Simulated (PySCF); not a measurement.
# Structure from NMR data

An unknown has the formula C$_{8}$H$_{8}$Si. Its calculated NMR data are:

$^{1}$H NMR (300 MHz, computed): δ 7.91 (d, 1H), 7.69 (d, 1H), 7.62 (m, 1H), 7.60 (m, 1H), 7.46 (m, 1H), 6.38 (m, 1H), 4.90 (m, 2H).

$^{13}$C{$^{1}$H} NMR (computed): δ 160.5 (CH), 155.7 (C), 140.1 (CH), 139.7 (C), 135.7 (CH), 133.5 (CH), 132.4 (CH), 130.1 (CH).

[PySCF 2.14.0 with density-fitted response routines: geometry: GFN2-xTB; NMR shieldings at PBE0/pcSseg-1/GIAO; non-relativistic Hamiltonian; one conformer; one averaged value for each set of equivalent atoms; no solvent model]

Shifts are taken against calculated references (same method and geometry level): TMS for $^{1}$H (σref 31.72), $^{13}$C (σref 186.93).

Q: Propose a structure and justify it.

A: 
Rings plus π bonds: 6 (2 rings in the answer). 8 carbon signals for 8 carbons: no two carbons are equivalent. Carbon types of the structure: 2 × C, 6 × CH, leaving 2 H on heteroatoms. δC 160.5, 133.5: alkene CH; as expected for a trigonal carbon in a double bond. δC 155.7, 139.7: substituted aromatic carbon. δC 140.1, 135.7, 132.4, 130.1: aromatic CH. δH 7.91, 7.62, 7.60, 7.46: hydrogen on an aromatic CH; ring-current deshielding. δH 7.69, 6.38: hydrogen on an alkene CH; attached to an sp2 carbon and in the plane of the double bond. δH 4.90: hydrogen on a silicon bonded to 2 C, in a 5-membered ring.

The compound is SMILES C1=Cc2ccccc2[SiH2]1.

This is the structure that produced the data.

Shifts are as computed. Against solution values, carbons near 30 ppm lie about +3 ppm off and those near 130 ppm about +5 ppm. Of 1211 compounds with measured shifts, 218 miss one by over three times the rms of a fit or turn the order of signals round; such compounds aren't used in these exercises. No couplings were computed; multiplicities are counted from neighbouring protons, with m where these are inequivalent, close in shift, in a saturated or five-membered ring or joined by F or P, and br s for small geminal =CH2 splittings.
